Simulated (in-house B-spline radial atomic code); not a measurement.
A fraction x of an electron is removed from 5p in I⁺, starting from [Kr] 4d10 5s2 5p4 and keeping the highest spin. Level of theory: scalar-relativistic (X2C) LDA exchange-only, spin-polarised, spherical fractional occupations, Fermi nucleus of rms radius 4.75 fm; calculated with a B-spline radial code for spherical atoms.

```json
{"x": "0", "E(x) - E(0) (eV)": "0.0000", "5p down level (eV)": "-13.312"}
{"x": "0.1", "E(x) - E(0) (eV)": "1.3712", "5p down level (eV)": "-14.112"}
{"x": "0.19", "E(x) - E(0) (eV)": "2.6739", "5p down level (eV)": "-14.837"}
{"x": "0.33", "E(x) - E(0) (eV)": "4.8303", "5p down level (eV)": "-15.971"}
{"x": "0.5", "E(x) - E(0) (eV)": "7.6631", "5p down level (eV)": "-17.357"}
{"x": "0.65", "E(x) - E(0) (eV)": "10.3588", "5p down level (eV)": "-18.586"}
{"x": "0.84", "E(x) - E(0) (eV)": "14.0383", "5p down level (eV)": "-20.144"}
{"x": "0.89", "E(x) - E(0) (eV)": "15.0557", "5p down level (eV)": "-20.553"}
{"x": "1", "E(x) - E(0) (eV)": "17.3658", "5p down level (eV)": "-"}
```

The exact functional would give a straight line between the two integer points. Deviations E(x) - E(0) - x[E(1) - E(0)], in eV: -0.365 at x = 0.1, -0.626 at x = 0.19, -0.9 at x = 0.33, -1.02 at x = 0.5, -0.929 at x = 0.65, -0.549 at x = 0.84, -0.4 at x = 0.89.

The curve lies below the straight line by up to 1.02 eV (at x = 0.5): convex, the delocalisation error that favours fractional charges.

Q: How well does Slater's transition state (minus the level at half occupation) give the ionisation energy?

A: It gives 17.357 eV against 17.366 eV from the two total energies; NIST lists 19.13 eV, ground level to ground level.
